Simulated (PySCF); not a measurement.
C6H15B (SMILES CCB(CC)CC), singlet, geometry from GFN2-xTB; CCSD(T)/STO-3G run with PySCF.

PySCF was given this input:
```python
from pyscf import gto, scf, cc

mol = gto.M(
    atom='''
B     0.109600    0.054480    0.167649
C     1.349719    0.267344   -0.788501
C     1.182057   -0.089744   -2.266393
H     2.214754   -0.275341   -0.394563
H     1.632943    1.324184   -0.719343
H     0.379117    0.489177   -2.715729
H     0.945406   -1.145521   -2.378715
H     2.096808    0.112688   -2.821453
C    -1.355042   -0.205695   -0.378955
C    -2.043023    1.139150   -0.670997
H    -1.971869   -0.741091    0.346417
H    -1.363312   -0.791903   -1.299432
H    -1.490296    1.698357   -1.422224
H    -2.094965    1.744766    0.231117
H    -3.055621    0.980659   -1.036904
C     0.341278    0.140640    1.736088
C     0.495445   -1.272201    2.323579
H    -0.502159    0.617165    2.241404
H     1.235332    0.711156    1.997752
H     1.352923   -1.776097    1.883051
H    -0.390019   -1.870002    2.120280
H     0.640357   -1.227561    3.401171
''',
    basis='sto-3g',
    charge=0,
    spin=0,
    verbose=4,
)

mf = scf.RHF(mol)
mf.kernel()

mycc = cc.CCSD(mf)
mycc.diis_space = 10
mycc.kernel()
et = mycc.ccsd_t()
print('E(CCSD(T)) = %.10f' % (mycc.e_tot + et))
```

It wrote (shortened):

```
PySCF version 2.14.0

[INPUT] verbose = 4
[INPUT] num. atoms = 22
[INPUT] num. electrons = 56
[INPUT] charge = 0
[INPUT] spin (= nelec alpha-beta = 2S) = 0
[INPUT] symmetry False subgroup None
[INPUT] Mole.unit = angstrom
[INPUT] Symbol           X                Y                Z      unit          X                Y                Z       unit  Magmom
[INPUT]  1 B      0.109600000000   0.054480000000   0.167649000000 AA    0.207113983252   0.102952279266   0.316810695057 Bohr   0.0
[INPUT]  2 C      1.349719000000   0.267344000000  -0.788501000000 AA    2.550599255122   0.505206941046  -1.490050938946 Bohr   0.0
[INPUT]  3 C      1.182057000000  -0.089744000000  -2.266393000000 AA    2.233763993625  -0.169591581323  -4.282862060631 Bohr   0.0
[INPUT]  4 H      2.214754000000  -0.275341000000  -0.394563000000 AA    4.185278493285  -0.520319080864  -0.745616008887 Bohr   0.0
[INPUT]  5 H      1.632943000000   1.324184000000  -0.719343000000 AA    3.085815047026   2.502345098531  -1.359361259623 Bohr   0.0
[INPUT]  6 H      0.379117000000   0.489177000000  -2.715729000000 AA    0.716427299167   0.924410556436  -5.131984038539 Bohr   0.0
[INPUT]  7 H      0.945406000000  -1.145521000000  -2.378715000000 AA    1.786558416521  -2.164720959938  -4.495119878395 Bohr   0.0
[INPUT]  8 H      2.096808000000   0.112688000000  -2.821453000000 AA    3.962392855797   0.212949457525  -5.331773443332 Bohr   0.0
[INPUT]  9 C     -1.355042000000  -0.205695000000  -0.378955000000 AA   -2.560658267283  -0.388707215192  -0.716121163535 Bohr   0.0
[INPUT] 10 C     -2.043023000000   1.139150000000  -0.670997000000 AA   -3.860753936187   2.152681514798  -1.268000560405 Bohr   0.0
[INPUT] 11 H     -1.971869000000  -0.741091000000   0.346417000000 AA   -3.726292363520  -1.400459023380   0.654633254893 Bohr   0.0
[INPUT] 12 H     -1.363312000000  -0.791903000000  -1.299432000000 AA   -2.576286302333  -1.496479787221  -2.455570597496 Bohr   0.0
[INPUT] 13 H     -1.490296000000   1.698357000000  -1.422224000000 AA   -2.816251284535   3.209429591738  -2.687613847783 Bohr   0.0
[INPUT] 14 H     -2.094965000000   1.744766000000   0.231117000000 AA   -3.958910090549   3.297129891453   0.436747832731 Bohr   0.0
[INPUT] 15 H     -3.055621000000   0.980659000000  -1.036904000000 AA   -5.774286830470   1.853176931590  -1.959464577466 Bohr   0.0
[INPUT] 16 C      0.341278000000   0.140640000000   1.736088000000 AA    0.644921952339   0.265771082159   3.280730848144 Bohr   0.0
[INPUT] 17 C      0.495445000000  -1.272201000000   2.323579000000 AA    0.936255359785  -2.404111465398   4.390927938791 Bohr   0.0
[INPUT] 18 H     -0.502159000000   0.617165000000   2.241404000000 AA   -0.948942980985   1.166272823667   4.235639694505 Bohr   0.0
[INPUT] 19 H      1.235332000000   0.711156000000   1.997752000000 AA    2.334439152911   1.343890071841   3.775204144802 Bohr   0.0
[INPUT] 20 H      1.352923000000  -1.776097000000   1.883051000000 AA    2.556653937625  -3.356336900662   3.558450668588 Bohr   0.0
[INPUT] 21 H     -0.390019000000  -1.870002000000   2.120280000000 AA   -0.737029093377  -3.533791632389   4.006748507393 Bohr   0.0
[INPUT] 22 H      0.640357000000  -1.227561000000   3.401171000000 AA    1.210099351948  -2.319754091197   6.427281692813 Bohr   0.0

nuclear repulsion = 298.472622606498
number of shells = 36
number of NR pGTOs = 150
number of NR cGTOs = 50
basis = sto-3g
ecp = {}

******** <class 'pyscf.scf.hf.RHF'> ********
method = RHF
initial guess = minao
damping factor = 0
level_shift factor = 0
DIIS = <class 'pyscf.scf.diis.CDIIS'>
diis_start_cycle = 1
diis_space = 8
diis_damp = 0
SCF conv_tol = 1e-09
SCF conv_tol_grad = None
SCF max_cycles = 50
direct_scf = True
direct_scf_tol = 1e-13
Set gradient conv threshold to 3.16228e-05
Initial guess from minao.
init E= -258.561119831694
  HOMO = -0.249661985605612  LUMO = 0.127918429188715  gap/eV = 10.27449
cycle= 1 E= -257.544596114183  delta_E= 1.02  |g|= 0.307  |ddm|= 5.22
  HOMO = -0.3461429483001  LUMO = 0.2732664361111  gap/eV = 16.85499
cycle= 2 E= -257.585385740446  delta_E= -0.0408  |g|= 0.0764  |ddm|= 0.56
  HOMO = -0.372046687122462  LUMO = 0.264626810462836  gap/eV = 17.32477
cycle= 3 E= -257.58823673762  delta_E= -0.00285  |g|= 0.0122  |ddm|= 0.168
  HOMO = -0.366768260285998  LUMO = 0.269260631332445  gap/eV = 17.30723
cycle= 4 E= -257.588296907327  delta_E= -6.02e-05  |g|= 0.00152  |ddm|= 0.0216
  HOMO = -0.366401333245268  LUMO = 0.270111344629416  gap/eV = 17.32039
cycle= 5 E= -257.588298644731  delta_E= -1.74e-06  |g|= 0.000337  |ddm|= 0.00307
  HOMO = -0.36652609285139  LUMO = 0.269981066032017  gap/eV = 17.32024
cycle= 6 E= -257.588298738239  delta_E= -9.35e-08  |g|= 7.9e-05  |ddm|= 0.000761
  HOMO = -0.366524045225489  LUMO = 0.269995270620478  gap/eV = 17.32057
cycle= 7 E= -257.588298744816  delta_E= -6.58e-09  |g|= 2.27e-05  |ddm|= 0.00021
  HOMO = -0.366520736611302  LUMO = 0.269999373859385  gap/eV = 17.32059
cycle= 8 E= -257.588298745452  delta_E= -6.37e-10  |g|= 7.8e-06  |ddm|= 6.3e-05
  HOMO = -0.366521659162867  LUMO = 0.269997357533676  gap/eV = 17.32056
Extra cycle  E= -257.58829874551  delta_E= -5.81e-11  |g|= 3.94e-06  |ddm|= 1.49e-05
converged SCF energy = -257.58829874551

******** <class 'pyscf.cc.ccsd.CCSD'> ********
CC2 = 0
CCSD nocc = 28, nmo = 50
max_cycle = 50
direct = 0
conv_tol = 1e-07
conv_tol_normt = 1e-05
diis_space = 10
diis_start_cycle = 0
diis_start_energy_diff = 1e+09
Init t2, MP2 energy = -257.932679422902  E_corr(MP2) -0.344380677391636
Init E_corr(CCSD) = -0.344380677402242
cycle = 1  E_corr(CCSD) = -0.419389284718982  dE = -0.0750086073  norm(t1,t2) = 0.0704811
cycle = 2  E_corr(CCSD) = -0.442258982724279  dE = -0.022869698  norm(t1,t2) = 0.0249188
cycle = 3  E_corr(CCSD) = -0.455269949999036  dE = -0.0130109673  norm(t1,t2) = 0.0100843
cycle = 4  E_corr(CCSD) = -0.455646102795734  dE = -0.000376152797  norm(t1,t2) = 0.00137528
cycle = 5  E_corr(CCSD) = -0.455659256268734  dE = -1.3153473e-05  norm(t1,t2) = 0.000475049
cycle = 6  E_corr(CCSD) = -0.455659359046285  dE = -1.02777551e-07  norm(t1,t2) = 8.45968e-05
cycle = 7  E_corr(CCSD) = -0.45565840166434  dE = 9.57381944e-07  norm(t1,t2) = 3.29717e-05
cycle = 8  E_corr(CCSD) = -0.455658626642529  dE = -2.24978189e-07  norm(t1,t2) = 1.61533e-05
cycle = 9  E_corr(CCSD) = -0.455658570358441  dE = 5.62840884e-08  norm(t1,t2) = 4.44498e-06
CCSD converged
E(CCSD) = -258.0439573158687  E_corr = -0.4556585703584408
CCSD(T) correction = -0.00317810255672158
E(CCSD(T)) = -258.0471354184
```
